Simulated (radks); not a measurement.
Values are calculated unless marked as measured or tabulated.
Valence configurations of C II (all share [He]). Code: a radial shooting solver on a logarithmic mesh with Libxc functionals. Model: non-relativistic Kohn-Sham, PBE, spin-polarised, spherical densities, point nucleus; open shells are filled with parallel spins first. Energies are relative to 2s2 2p1; eigenvalues in eV for spin up.

valence      E (eV)  moment (Bohr magnetons)    e(2p)    e(2s)
2s2 2p1       0.000                        1  -17.730  -26.493
2s1.5 2p1.5   2.982                        2  -18.304  -27.125
2s1 2p2       4.801                        3  -18.659  -27.520
2p3          13.631                        3  -18.696        -

NIST lists [He] 2s2 2p1 as the ground configuration; this level of theory agrees among the configurations tried. The energies are those of spherical high-spin densities, not of single terms.
